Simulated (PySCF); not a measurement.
## Trend along the 3d metals: MI molecules

r²SCAN with triple-zeta basis sets in PySCF, for the lowest determinant that a PBE0 search found; no spin–orbit coupling. De refers to high-spin ground-configuration atoms. A positive dipole means M(−)I(+).

```csv
M,basis,state (unpaired electrons),Re (Å),ωe (cm⁻¹),De (eV),μ (D)
Sc,x2c-TZVPPall,"triplet (σ ↑, δ ↑)",2.688,254,3.85,-4.29
Ti,x2c-TZVPPall,"quartet (σ ↑, π ↑, δ ↑)",2.620,257,n/a,-3.80
V,def2-TZVPP,"quintet (σ ↑, π ↑↑, δ ↑)",2.580,253,n/a,-4.46
Cr,x2c-TZVPPall,"sextet (σ ↑, π ↑↑, δ ↑↑)",2.537,254,2.88,-4.73
Mn,x2c-TZVPPall,"septet (σ ↑↑, π ↑↑, δ ↑↑)",2.583,240,3.10,-2.67
Fe,def2-TZVPP,"quartet (π ↑↑, δ ↑)",2.422,260,n/a,-4.27
Co,def2-TZVPP,"triplet (σ ↑, δ ↑)",2.426,258,n/a,-4.80
Ni,def2-TZVPP,doublet (δ ↑),2.355,276,n/a,-4.06
Cu,def2-TZVPP,singlet (closed shell),2.351,263,3.08,-4.19
Zn,def2-TZVPP,doublet (σ ↑),2.492,224,1.64,-2.15
```

The shortest bond is that of CuI (2.351 Å), the longest that of ScI (2.688 Å).

The rows differ in basis set, which adds steps of its own.

The state changes along the series, so neighbouring rows are not always alike in their bonding.

De is left out where the level can put another filling of the metal’s s and d shells below the measured ground configuration, by anything from nothing to about 1 eV. The metal atom is held in its measured ground configuration; semilocal functionals can put another filling of s and d lower by some tenths of an eV, and De to that atom would be smaller. Spin–orbit coupling is left out, which matters for elements this heavy, above all for dissociation energies. States were picked by a PBE0 search and need not be the measured ground states. With d or f electrons several states lie close, and the lowest PBE0 determinant need not be the measured ground state.
